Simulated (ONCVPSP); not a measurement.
**Logarithmic derivatives: zinc, ONCV**

zinc (Zn), optimised norm-conserving Vanderbilt (ONCV), made with ONCVPSP 4.0.1 (LDA (Perdew-Wang 92), scalar-relativistic). Core [Ne], reference 3s2 3p6 3d10 4s1.5 4p0.5. Waves: 3s+4s: rc 1.00 bohr, ncon 5, nbas 9, qcut 13.5 1/bohr, 2 projectors; 3p+4p: rc 1.05 bohr, ncon 3, nbas 6, qcut 15.6 1/bohr, 2 projectors; 3d: rc 0.75 bohr, ncon 5, nbas 10, qcut 17.3 1/bohr, 2 projectors, debl 0.7 Ha. Local part: polynomial inside 0.70 bohr (lpopt 1, dvloc0 1 Ha). Core correction: Teter function, fcfact 4.5, rcfact 1.7.

The phase is arctan(r·R′/R) of the radial function R(r), unwrapped; energies in Ha, scanned from -6 to 5 Ha. A pole is an energy at which the radial function vanishes at the test radius. The pseudo phase is shifted by a multiple of π to meet the all-electron one at the reference energy, and phase errors are pseudo minus all-electron; the curves can meet again beyond the range given. Levels narrower than the energy grid can be missing from the lists of poles.

Problem. For each channel, where are the poles, and over which energies does the pseudopotential scatter like the atom?

Solution.

```
channel  radius (bohr)  reference energy (Ha)  poles, all-electron  poles, pseudo  unbroken range about the reference energy with phases within 0.05 rad  phase error 1 Ha above the reference energy (rad)
      s           1.02                  -0.26                -3.05          -3.05                                                        the whole range                                             +0.000
      p           1.07                  -0.07                -1.64          -1.64                                                        the whole range                                             +0.000
      d           0.76                  -0.43                 4.79           4.79                                                        the whole range                                             -0.000
```

Phases in the s channel:

```
E (Ha)  all-electron  pseudo
 -5.96        -0.603  -0.603
 -5.68        -0.838  -0.838
 -5.40        -1.017  -1.017
 -5.12        -1.152  -1.152
 -4.84        -1.254  -1.254
 -4.56        -1.333  -1.333
 -4.28        -1.396  -1.396
 -4.00        -1.448  -1.448
 -3.72        -1.491  -1.491
 -3.44        -1.527  -1.527
 -3.16        -1.559  -1.560
 -2.88        -1.588  -1.588
 -2.60        -1.614  -1.614
 -2.32        -1.637  -1.637
 -2.04        -1.659  -1.659
 -1.76        -1.680  -1.680
 -1.48        -1.700  -1.700
 -1.20        -1.720  -1.720
 -0.92        -1.739  -1.739
 -0.64        -1.758  -1.758
 -0.36        -1.777  -1.777
 -0.08        -1.797  -1.797
  0.20        -1.817  -1.817
  0.48        -1.838  -1.838
  0.76        -1.861  -1.861
  1.04        -1.884  -1.884
  1.32        -1.909  -1.909
  1.60        -1.937  -1.937
  1.88        -1.967  -1.967
  2.16        -2.000  -2.000
  2.44        -2.037  -2.037
  2.72        -2.079  -2.079
  3.00        -2.127  -2.127
  3.28        -2.181  -2.182
  3.56        -2.245  -2.245
  3.84        -2.319  -2.319
  4.12        -2.406  -2.407
  4.40        -2.509  -2.510
  4.68        -2.629  -2.631
  4.96        -2.768  -2.770
```
